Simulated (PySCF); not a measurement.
Species: C5H6O2.
Z-matrix (Å and degrees, GFN2-xTB geometry), rows numbered from 1:
```
C 
O   1  1.4071
C   2  1.3551  1  115.65
C   3  1.4238  2  123.58  1  -177.61
C   4  1.3587  3  105.60  2   179.86
O   5  1.3390  4  111.13  3    -0.05
C   6  1.3533  5  107.23  4     0.06
H   1  1.0948  2  111.30  3   -61.80
H   1  1.0949  2  111.10  3    59.90
H   1  1.0884  2  106.14  3   179.02
H   4  1.0691  3  126.19  2    -0.23
H   5  1.0718  4  131.64  3  -179.86
H   7  1.0705  3  133.08  2     0.10
```

Computed, not measured: PySCF 2.14.0, density-fitted response routines, TDDFT CAM-B3LYP/def2-SVPD, vertical, gas phase, core orbitals frozen in the response.

Kohn–Sham orbitals with the atoms that hold most of them (Löwdin shares over 4%, at most four atoms; ? is withheld):

```
orbital  ε (eV)                           atoms
 HOMO-3  -11.39   O2 31%, C1 19%, C3 15%, H9 9%
 HOMO-2  -11.08   O2 42%, C1 12%, C3 10%, O6 9%
 HOMO-1   -8.74                               ?
   HOMO   -7.65  C7 32%, C3 18%, C5 16%, O2 15%
   LUMO       ?                               ?
 LUMO+1    1.40  C5 24%, O6 19%, C4 17%, C7 14%
 LUMO+2    1.83  C5 24%, O6 17%, H12 15%, C4 8%
```

(1) Give the leading atoms of the HOMO-1.

(2) Which atoms hold the LUMO, and with what shares?

(3) What is the LUMO energy, and the HOMO–LUMO gap?

Results:

(1) C4 (bonded to 2 C and H) 33%; C5 (bonded to C, O and H) 17%; O6 (bonded to 2 C) 17%; O2 (bonded to 2 C) 13%. By element: carbon 51% or more, oxygen 31%.

(2) C1 (bonded to O and 3 H) 28%; H8 (bonded to C) 10%; C7 (bonded to C, O and H) 10%; H9 (bonded to C) 10%. By element: carbon 38% or more, hydrogen 21% or more.

(3) ε(LUMO) = 1.35 eV; the gap is 9.00 eV (0.3307 hartree).

How does S1 compare with the orbital gap of 9.00 eV?

S1 is at 6.06 eV (f = 0.111), 2.94 eV below the gap, made of HOMO→LUMO+1 (95%). Its leading pair isn't HOMO and LUMO; the energies of that pair differ by 9.05 eV. Without the coupling terms of the response equations the lowest excitation would equal the gap.

One configuration dominates each of S1, S2 and S4. Which, and how do the shares of the two leading atoms of either orbital change from the occupied to the empty one?

- S1 (6.06 eV, f 0.111), HOMO→LUMO+1 (95%): C7 32% → 14%, C3 18% → at most 14%, C5 16% → 24%, O6 at most 15% → 19%
- S2 (6.22 eV, f 0.011), HOMO→LUMO (85%): C7 32% → 10%, C3 18% → at most 11%, C1 at most 15% → 28%, H8 at most 15% → 10%
- S4 (6.87 eV, f 0.056), HOMO-1→LUMO+1 (71%): C4 33% → 17%, C5 17% → 24%, O6 17% → 19%

Löwdin shares depend on the basis, the more so with diffuse functions.

Hardware: one thread of an Arm Neoverse V1, shared host. Cost: 35 s wall.

One conformer stands for the species.
